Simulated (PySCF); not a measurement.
wavenumber (cm⁻¹), absorption (km/mol per cm⁻¹) and a bar:
```
        0      0.014 
       16      0.018 
       32      0.025 
       48      0.035 #
       64      0.055 #
       81      0.098 ##
       97      0.215 #####
      113      0.682 ###############
      129      1.339 ##############################
      145      0.399 #########
      161      0.150 ###
      177      0.077 ##
      193      0.047 #
      209      0.033 #
      225      0.025 
      242      0.021 
      258      0.019 
      274      0.018 
      290      0.019 
      306      0.023 
      322      0.030 #
      338      0.047 #
      354      0.089 ##
      370      0.245 #####
      387      0.737 ################
      403      0.295 ######
      419      0.100 ##
      435      0.049 #
      451      0.029 
      467      0.020 
      483      0.015 
      499      0.012 
      515      0.010 
      531      0.009 
      548      0.008 
      564      0.008 
      580      0.007 
      596      0.008 
      612      0.008 
      628      0.008 
      644      0.009 
      660      0.011 
      676      0.012 
      693      0.015 
      709      0.019 
      725      0.026 
      741      0.038 #
      757      0.061 #
      773      0.115 ##
      789      0.281 ######
      805      0.980 ######################
      821      0.890 ####################
      837      0.258 ######
      854      0.108 ##
      870      0.058 #
      886      0.036 #
      902      0.025 
      918      0.018 
      934      0.014 
      950      0.011
```

This is the computed harmonic infrared spectrum of singlet InOCl, Lorentzian lines of 24 cm⁻¹ full width. These are results of PBE0 in PySCF with In def2-TZVP with ECP28, O def2-TZVP, Cl def2-TZVP; scalar-relativistic core potentials, no spin–orbit coupling; density-fitted integrals, not measurements.

Problem. Which bands make it up, and how are they assigned?

Solution. In C∞v symmetry, counting bands above 1 % of the strongest: 125 cm⁻¹ (π, bend, 54 km/mol); 388 cm⁻¹ (σ+, stretch, 28 km/mol); 813 cm⁻¹ (σ+, stretch, 51 km/mol).

Only a few start shapes were tried, so a lower isomer may exist.
